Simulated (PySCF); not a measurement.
PySCF input for GeH5Si, SMILES [SiH3][GeH2] (connectivity only; charge and spin as stated), charge +1, multiplicity 1, PBE-D3(BJ)/def2-TZVP. Coordinates come from a PBE-D3(BJ)/def2-TZVP optimisation. The spin state was assumed, not searched. The isomer is the one that the SMILES or the coordinates give; other isomers of the formula were not compared.

```python
import numpy as np
from pyscf import gto, scf, dft
from pyscf.hessian import thermo

mol = gto.M(
    atom='''
    Si   -1.62214325   -0.00144552   -0.00000000
    Ge    0.78888480   -0.00682749    0.00000000
    H    -2.02295869   -0.66373269    1.26754405
    H    -2.02295869   -0.66373269   -1.26754403
    H    -1.80854070    1.48354863   -0.00000001
    H     1.66007497    0.04131680    1.27745555
    H     1.66007497    0.04131678   -1.27745555
    ''',
    basis='def2-TZVP',
    charge=1,
    spin=0,
    max_memory=1600,
    verbose=3,
)
mf = dft.RKS(mol, xc='pbe').density_fit(auxbasis='def2-universal-jkfit')
mf.disp = 'd3bj'
mf.grids.level = 3
mf.conv_tol = 1e-11
mf.max_cycle = 100
mf.kernel()

# analytic Hessian; the response equations are solved on a coarser grid
h, args, fine = mf.Hessian(), (mf.mo_energy, mf.mo_coeff, mf.mo_occ), mf.grids
h1ao = h.make_h1(mf.mo_coeff, mf.mo_occ)
mf.grids = dft.Grids(mol).set(level=1).build(with_non0tab=True)
mo1, mo_e1 = h.solve_mo1(*args, h1ao)
mf.grids = fine
hess = h.hess_elec(*args, mo1, mo_e1, h1ao) + h.hess_nuc()
if mf.do_disp():
    hess += h.get_dispersion()
for i in range(mol.natm):  # the analytic DFT Hessian lacks the response of the grid: restore translational invariance
    hess[i, i] -= hess[i].sum(axis=0)
hess = (hess + hess.transpose(1, 0, 3, 2)) / 2
vib = thermo.harmonic_analysis(mol, hess, imaginary_freq=False)
thermo.dump_normal_mode(mol, vib)
th = thermo.thermo(mf, vib['freq_au'][vib['freq_au'] > 0], 298.15, 101325)
thermo.dump_thermo(mol, th)
g0 = mf.nuc_grad_method().set(verbose=0).kernel()

# dipole derivatives [dipole axis, atom, xyz] from the same response
r, irp = mol.intor('int1e_r'), mol.intor('int1e_irp').reshape(3, 3, mol.nao, mol.nao)
sl, dm0, ok = mol.aoslice_by_atom(), np.array(mf.make_rdm1()), []
dmu = np.einsum('a,xt->xat', mol.atom_charges(), np.eye(3))
for a, (_, _, p0, p1) in enumerate(sl):
    dmu[:, a] += 2 * np.einsum('xtij,ij->xt', irp[:, :, :, p0:p1], dm0.reshape(-1, mol.nao, mol.nao).sum(0)[:, p0:p1])
    for u, c, occ, f in [(mo1, mf.mo_coeff, mf.mo_occ, 4)]:
        dmu[:, a] -= f * np.einsum('tui,xuv,vi->xt', u[a], r, c[:, occ > 0], optimize=True)
L = vib['norm_mode']
ir = 974.8801 * (np.einsum('xat,kat->kx', dmu, L) ** 2).sum(1)       # km/mol
apt = np.einsum('xax->a', dmu) / 3
print('mode   freq/cm-1   IR/(km/mol)')
for k, w in enumerate(vib['freq_wavenumber']):
    print(f'{k + 1:4d} {w:11.2f} {ir[k]:13.3f}')
print('max |gradient| / (hartree/bohr):', abs(g0).max())
print('APT charges:', apt.round(4))
```

It prints:

```
converged SCF energy = -2368.711529808

WARN: DFTD3 does not support analytical Hessian, using finite difference


WARN: Mole.unit (angstrom) is changed to Bohr

Mode                                 0                   1                   2
Irrep
Freq [cm^-1]                       69.4066            278.8365            324.1463
Reduced mass [au]                   1.0086              1.8981              1.0223
Force const [Dyne/A]                0.0029              0.0870              0.0633
Char temp [K]                      99.8606            401.1836            466.3743
Normal mode                   x     y     z       x     y     z       x     y     z
       0  Si                -0.00  0.00  0.00    0.11 -0.02 -0.00   -0.00  0.00  0.00
       1  Ge                 0.00 -0.00  0.00   -0.04 -0.00 -0.00    0.00 -0.00 -0.01
       2   H                -0.09  0.28  0.12   -0.10  0.16  0.02    0.33  0.07  0.14
       3   H                 0.09 -0.28  0.12   -0.10  0.16 -0.02   -0.33 -0.07  0.14
       4   H                -0.00 -0.00 -0.38    0.56  0.05 -0.00   -0.00  0.00  0.04
       5   H                 0.09 -0.56 -0.04   -0.07  0.24  0.00   -0.49 -0.11  0.33
       6   H                -0.09  0.56 -0.04   -0.07  0.24 -0.00    0.49  0.11  0.33
Mode                                 3                   4                   5
Irrep
Freq [cm^-1]                      346.5227            552.0199            613.2957
Reduced mass [au]                   1.8689              1.1280              1.1139
Force const [Dyne/A]                0.1322              0.2025              0.2468
Char temp [K]                     498.5690            794.2337            882.3960
Normal mode                   x     y     z       x     y     z       x     y     z
       0  Si                -0.11 -0.02 -0.00   -0.00 -0.00  0.05   -0.00 -0.04 -0.00
       1  Ge                 0.04 -0.00  0.00    0.00  0.00 -0.02    0.00  0.03  0.00
       2   H                -0.30  0.15  0.02   -0.54 -0.04 -0.14   -0.20  0.17  0.05
       3   H                -0.30  0.15 -0.02    0.54  0.04 -0.14   -0.20  0.17 -0.05
       4   H                 0.36  0.05 -0.00    0.00  0.00 -0.15    0.32  0.01  0.00
       5   H                 0.03  0.28  0.00   -0.28  0.03  0.18    0.02 -0.57  0.01
       6   H                 0.03  0.28 -0.00    0.28 -0.03  0.18    0.02 -0.57 -0.01
Mode                                 6                   7                   8
Irrep
Freq [cm^-1]                      752.5484            858.6432            861.7562
Reduced mass [au]                   1.0838              1.0399              1.0347
Force const [Dyne/A]                0.3616              0.4517              0.4527
Char temp [K]                    1082.7495           1235.3964           1239.8754
Normal mode                   x     y     z       x     y     z       x     y     z
       0  Si                 0.05 -0.00 -0.00    0.02 -0.00 -0.00    0.00 -0.00  0.03
       1  Ge                 0.01 -0.00  0.00   -0.01 -0.00 -0.00   -0.00 -0.00  0.00
       2   H                -0.46  0.14 -0.08   -0.21  0.05 -0.04    0.20 -0.39 -0.12
       3   H                -0.46  0.14  0.08   -0.21  0.05  0.04   -0.20  0.39 -0.12
       4   H                -0.55 -0.07  0.00   -0.20 -0.03  0.00   -0.00 -0.00 -0.75
       5   H                -0.23  0.04  0.15    0.53  0.03 -0.36    0.01  0.01 -0.01
       6   H                -0.23  0.04 -0.15    0.53  0.03  0.36   -0.01 -0.01 -0.01
Mode                                 9                  10                  11
Irrep
Freq [cm^-1]                      880.7239           2087.2045           2125.5479
Reduced mass [au]                   1.0355              1.0169              1.0261
Force const [Dyne/A]                0.4733              2.6101              2.7314
Char temp [K]                    1267.1656           3003.0226           3058.1901
Normal mode                   x     y     z       x     y     z       x     y     z
       0  Si                 0.01  0.03  0.00   -0.00 -0.00  0.00   -0.00 -0.00 -0.00
       1  Ge                -0.00  0.00  0.00    0.01  0.00 -0.00    0.00  0.00  0.02
       2   H                -0.23 -0.51 -0.36    0.01  0.00 -0.00   -0.01 -0.01  0.02
       3   H                -0.23 -0.51  0.36    0.01  0.00  0.00    0.01  0.01  0.02
       4   H                 0.26  0.05 -0.00    0.00  0.02  0.00    0.00  0.00 -0.00
       5   H                -0.01 -0.05  0.01   -0.38 -0.02 -0.59   -0.40 -0.02 -0.57
       6   H                -0.01 -0.05 -0.01   -0.38 -0.02  0.59    0.40  0.02 -0.57
Mode                                12                  13                  14
Irrep
Freq [cm^-1]                     2152.9663           2213.2412           2241.0400
Reduced mass [au]                   1.0278              1.0374              1.0571
Force const [Dyne/A]                2.8069              2.9940              3.1281
Char temp [K]                    3097.6391           3184.3613           3224.3576
Normal mode                   x     y     z       x     y     z       x     y     z
       0  Si                -0.01  0.03  0.00    0.01  0.03 -0.00   -0.00 -0.00 -0.04
       1  Ge                -0.00  0.00 -0.00    0.00 -0.00 -0.00   -0.00  0.00 -0.00
       2   H                 0.05  0.10 -0.17   -0.18 -0.29  0.57   -0.19 -0.31  0.58
       3   H                 0.05  0.10  0.17   -0.18 -0.29 -0.57    0.19  0.31  0.58
       4   H                 0.13 -0.93 -0.00    0.05 -0.27 -0.00   -0.00  0.00 -0.01
       5   H                -0.01  0.00 -0.01   -0.01  0.00 -0.01    0.02 -0.00  0.02
       6   H                -0.01  0.00  0.01   -0.01  0.00  0.01   -0.02  0.00  0.02
temperature 298.1500 [K]
pressure 101325.00 [Pa]
Rotational constants [GHz] 52.41727 3.64842 3.56060
Symmetry number 1
Zero-point energy (ZPE) 0.03727 [Eh]   97841.965 [J/mol]
                           tot       elec      trans        rot        vib
Entropy [J/mol/K]       307.259      0.000    166.878     99.043     41.338
Cv [J/mol/K]             72.785      0.000     12.472     12.472     47.842
Cp [J/mol/K]             81.100      0.000     20.786     12.472     47.842
Internal energy [J/mol]                      3718.434   3718.434 104714.236
Internal energy [Eh]   -2368.66881  -2368.71153
Enthalpy [J/mol]                             6197.391   3718.434 104714.236
Enthalpy [Eh]          -2368.66787
Gibbs free energy [J/mol]                  -43557.264 -25811.135  92389.194
Gibbs free energy [Eh] -2368.70276
mode   freq/cm-1   IR/(km/mol)
   1       69.41         0.002
   2      278.84         2.356
   3      324.15         4.510
   4      346.52         5.196
   5      552.02         0.701
   6      613.30         0.086
   7      752.55       238.891
   8      858.64        14.775
   9      861.76        22.798
  10      880.72        35.505
  11     2087.20        15.617
  12     2125.55        10.327
  13     2152.97         7.008
  14     2213.24         2.064
  15     2241.04         3.097
max |gradient| / (hartree/bohr): 2.8850830798836183e-05
APT charges: [ 0.6845  0.8794 -0.1173 -0.1173 -0.1151 -0.1071 -0.1071]
```

Self-consistency was reached.
